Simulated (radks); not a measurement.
Task: Coherent X-ray form factor from a spherical all-electron density. Calculated with a radial shooting solver on a logarithmic mesh with Libxc functionals: scalar-relativistic Kohn-Sham, Slater X-alpha with alpha = 0.753, spin-polarised, spherical densities, finite nucleus; Fermi nuclear charge, rms radius of each element as measured or else 0.836 A^(1/3) + 0.57 fm.

| sin(theta)/lambda (1/angstrom) | f0 (electrons) |
|---|---|
| 0.05 | 42.588 |
| 0.1 | 41.405 |
| 0.15 | 39.598 |
| 0.2 | 37.370 |
| 0.25 | 34.932 |
| 0.3 | 32.471 |
| 0.4 | 27.976 |
| 0.5 | 24.406 |
| 0.6 | 21.731 |
| 0.8 | 18.062 |
| 1 | 15.292 |
| 1.25 | 12.235 |
| 1.5 | 9.709 |
| 2 | 6.660 |

The species is in the configuration that NIST lists as its ground one. Which atom or ion scatters so?

Result: The silver ion Ag4+, [Kr] 4d7. Extrapolating in s^2 from the first two rows gives f0(0) = 43.0, near the electron count 43; among species with that count, the fall with angle is slower the higher Z, and the table is that of Z = 47; from so few rows the species is fixed only to a neighbour or two.
